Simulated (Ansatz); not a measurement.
A structure relaxed at PBE-D4/def2-SVP in Ansatz, charge 0, singlet:

```xyz
50

In    2.3443    1.6084   -3.8644
P     3.4871   -0.7998   -3.7277
In   -0.0056    3.7210   -1.5429
P    -2.5867    3.3087   -1.2013
P     0.9851    1.3996   -1.6377
In   -0.9078   -0.3431   -1.8391
In    2.9764   -2.5585   -1.8626
P     0.3937   -2.6133   -1.8045
In   -3.6051    1.6900    0.6132
P    -2.3015   -0.4548    0.3302
In   -4.2939   -2.1371    0.1076
In   -0.1821   -4.3407    0.0290
P    -2.7959   -4.3451    0.0340
P     0.4708    4.6108    0.9054
In    2.5460    1.1150    0.3800
P     3.4543   -1.2998    0.3265
In    0.0317    3.2380    3.1035
P    -2.5467    2.9086    2.7125
P     0.9075    0.9552    2.4162
In   -0.9699   -0.8688    2.4852
In    3.0409   -2.7191    2.5165
P     0.4420   -2.9993    2.1303
H     1.2436    1.5119   -5.2084
H     3.6437    2.7406   -3.6173
H     3.3420   -1.4920   -4.9731
H     4.9132   -0.6742   -3.7649
H     0.2783    5.0017   -2.6840
H    -3.0396    2.7814   -2.4531
H    -3.3124    4.5445   -1.2491
H    -1.8828   -0.1367   -3.2730
H     3.7661   -4.0857   -2.1205
H     0.0353   -3.2746   -3.0259
H    -5.3366    1.8335    0.6797
H    -4.9735   -1.9977   -1.4880
H    -5.1327   -2.2098    1.6315
H     0.5095   -5.9234   -0.1699
H    -3.1911   -5.1793   -1.0611
H    -3.1823   -5.2411    1.0821
H    -0.0442    5.9403    1.0535
H     1.8614    4.9482    0.9343
H     3.7021    2.4040    0.6100
H     4.8757   -1.1081    0.2812
H     0.4106    4.1073    4.5549
H    -3.2362    4.1397    2.9641
H    -3.0204    2.1950    3.8591
H     1.7561    0.6290    3.5263
H    -1.8959   -0.7544    3.9618
H     3.7727   -4.2785    2.2694
H     3.2461   -1.6425    3.8736
H     0.0071   -3.8551    3.1968
```

Give its formula and point group.

In₁₁P₁₁H₂₈, a nanocrystal cut from wurtzite InP (hydrogen-capped). Point group Cs (tolerance 0.1 Å).

Summarise the bond lengths by kind (pairs closer than 1.2 times the sum of covalent radii, bridged metal pairs left out).

30 × In–P 2.53 to 2.67 Å; 14 × H–In 1.73 to 1.75 Å; 14 × H–P 1.43 Å.

In the def2 sets In takes a core potential; there is no spin–orbit coupling. Single mean-field runs in def2-SVP are fitted with def2-universal-jkfit.
